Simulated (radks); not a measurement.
The numbers below are computed, except where a source is named.
Question: Coulomb parameter of the 5d shell of neutral gold in the model configuration [Xe] 4f14 5d9 6s1 6p1, as a second difference U = [E(n + 0.25) + E(n - 0.25) - 2 E(n)] / (0.25)^2 with all orbitals relaxed. "Bare": the charge of the atom changes with n. "Screened": the 6p shell takes up the change at fixed total charge, which measures U(5d,5d) + U(6p,6p) - 2 U(5d,6p). Code: a radial shooting solver on a logarithmic mesh with Libxc functionals. Model: scalar-relativistic Kohn-Sham, PBE, spin-unpolarised, spherical densities, finite nucleus; Fermi nuclear charge, rms radius 5.4371 fm. Estimate both.

Answer: U(bare) = 9.516 eV, U(screened by 6p) = 2.772 eV, against the Slater integral F0(5d,5d) = 16.031 eV with frozen orbitals. The step up makes a negative ion, whose loosely bound charge lowers the bare value.
